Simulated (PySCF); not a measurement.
C2H5ClSi, SMILES C=C[SiH2]Cl.

Geometry optimised at ωB97X-D3(BJ)/def2-SVP. Other conformers were not sampled.

The numbers are results of PySCF with HF/def2-TZVP, not measurements.

Gas-phase values at a fixed geometry.

Q: Estimate the frontier levels, gap, dipole moment and polarisability. (An estimate is asked for; the answer gives what the named calculation found.)

A: 
```
Property                                                                                                        Value
---------------------------------------------------------------------------------------------  ----------------------
highest occupied level                                                                                      -10.71 eV
lowest empty level                                                                                            2.78 eV
orbital gap                                                                                                  13.49 eV
dipole moment                                                                                                  2.15 D
quadrupole, principal values (traceless, Buckingham form, about the centre of nuclear charge)   -4.22, 1.76, 2.46 D·Å
mean static polarisability                                                                       58.5 bohr³ (8.66 Å³)
polarisability, principal values                                                               48.9, 50.8, 75.7 bohr³
```
